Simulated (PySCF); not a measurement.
The same groups moved round the core (silole hydroxy). Gas-phase values, no solvent. One relaxed conformer stands for each flexible species; it need not be the lowest. Strings in code marks are SMILES.

All values below come from PySCF with PBE0-D4/def2-TZVP. All candidates: neutral, multiplicity 1. Delta-SCF ions had no search for a lower state. Excitations are Tamm–Dancoff values on a coarser integration grid. The basis has no diffuse functions, so Rydberg states are missing or too high.

```json
{
  "vertical ionisation energy (Delta-SCF)": "8.43 eV",
  "LUMO": "-1.28 eV",
  "brightest of the four lowest singlets (TDA)": "4.53 eV"
}
```

Say which member has these values.
(A) `OC1=C[SiH2]C=C1` (H–O–C–C torsion 0°)
(B) `OC1=CC=C[SiH2]1` (H–O–C–Si torsion 0°)
(C) `O[SiH]1C=CC=C1` (H–O–Si–C torsion 54°)

A, `OC1=C[SiH2]C=C1` (H–O–C–C torsion 0°). The others give `O[SiH]1C=CC=C1` (H–O–Si–C torsion 54°): 8.84 eV, -1.77 eV, 4.34 eV; `OC1=CC=C[SiH2]1` (H–O–C–Si torsion 0°): 8.02 eV, -1.26 eV, 4.19 eV
